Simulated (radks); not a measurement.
Q: The mean radii <r> (bohr) of the occupied orbitals of an atom or ion are listed with their occupations. Method: scalar-relativistic Kohn-Sham, SCAN, spin-polarised, spherical densities, finite nucleus; meta-GGA in the generalised Kohn-Sham scheme; Fermi nuclear charge, rms radius of each element as measured or else 0.836 A^(1/3) + 0.57 fm; computed with a radial shooting solver on a logarithmic mesh with Libxc functionals.

| orbital | occ. | <r> |
|---|---|---|
| 1s up | 1 | 0.02228 |
| 1s down | 1 | 0.02227 |
| 2s up | 1 | 0.09229 |
| 2s down | 1 | 0.09248 |
| 2p up | 3 | 0.08084 |
| 2p down | 1 | 0.08106 |

Name the element and its charge.

A: Z = 63, europium, charge +55: Eu55+ in [He] 2s(up 1, down 1) 2p4. The 1s radius gives Z: for a bare nucleus <r> = (2 gamma + 1)/(2Z) with gamma = sqrt(1 - (Z/c)^2), 0.02203 bohr for Z = 63, and screening makes it slightly larger (0.02228 here). The occupations add up to 8, and the charge is Z minus that.
